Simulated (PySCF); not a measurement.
C₂H₅Cl₂FSi, SMILES F[SiH2]CC(Cl)Cl.

Coordinates come from a ωB97X-D3(BJ)/def2-SVP optimisation. The values are those of a single conformer.

These are ωB97X-D3(BJ)/def2-SVP run with PySCF values and carry that method's errors.

Frequencies are harmonic and unscaled.

Computed harmonic wavenumbers and intensities:
| mode | ν (cm⁻¹) | IR (km/mol) | Raman (Å⁴/amu) | depolarisation | moving atoms (share of kinetic energy) |
|---|---|---|---|---|---|
| 1 | 83 | 3.4 | 0.7 | 0.75 | F 38 %, Si 26 %, H 17 %, C 11 %, Cl 8 % |
| 2 | 89 | 3.0 | 0.1 | 0.74 | Cl 36 %, C 26 %, H 16 %, F 13 % |
| 3 | 129 | 1.7 | 0.4 | 0.71 | Cl 28 %, C 24 %, H 22 %, F 13 %, Si 13 % |
| 4 | 206 | 3.7 | 1.2 | 0.71 | F 46 %, Cl 33 %, Si 19 % |
| 5 | 274 | 8.4 | 1.5 | 0.71 | Cl 50 %, Si 27 %, C 10 % |
| 6 | 318 | 0.6 | 6.4 | 0.35 | Cl 69 %, C 12 %, Si 10 % |
| 7 | 406 | 7.0 | 1.9 | 0.42 | C 44 %, H 36 %, Cl 16 % |
| 8 | 551 | 21.7 | 2.9 | 0.72 | H 79 %, Si 9 %, C 9 % |
| 9 | 677 | 11.1 | 11.1 | 0.14 | C 56 %, Cl 25 %, H 17 % |
| 10 | 740 | 7.3 | 3.1 | 0.27 | C 53 %, H 20 %, Si 19 % |
| 11 | 765 | 35.4 | 13.5 | 0.74 | H 88 % |
| 12 | 815 | 170.3 | 7.2 | 0.49 | C 65 %, H 19 %, Cl 11 % |
| 13 | 859 | 39.0 | 8.9 | 0.48 | H 57 %, C 34 % |
| 14 | 874 | 32.0 | 5.0 | 0.71 | F 51 %, H 27 %, Si 21 % |
| 15 | 943 | 250.6 | 12.7 | 0.61 | H 76 %, Si 16 % |
| 16 | 978 | 153.4 | 12.4 | 0.58 | H 81 %, Si 12 % |
| 17 | 1074 | 19.6 | 2.7 | 0.70 | H 50 %, C 48 % |
| 18 | 1156 | 6.9 | 2.0 | 0.61 | H 71 %, C 28 % |
| 19 | 1224 | 57.2 | 5.1 | 0.46 | H 65 %, C 34 % |
| 20 | 1274 | 44.2 | 6.1 | 0.70 | H 85 %, C 14 % |
| 21 | 1337 | 35.5 | 6.5 | 0.58 | H 74 %, C 25 % |
| 22 | 1438 | 9.9 | 8.4 | 0.75 | H 89 %, C 11 % |
| 23 | 2284 | 100.8 | 109.4 | 0.16 | H 97 % |
| 24 | 2312 | 101.0 | 98.5 | 0.24 | H 96 % |
| 25 | 3096 | 0.7 | 94.8 | 0.10 | H 94 % |
| 26 | 3160 | 0.2 | 79.0 | 0.71 | H 91 %, C 9 % |
| 27 | 3179 | 1.7 | 43.8 | 0.13 | H 92 %, C 8 % |
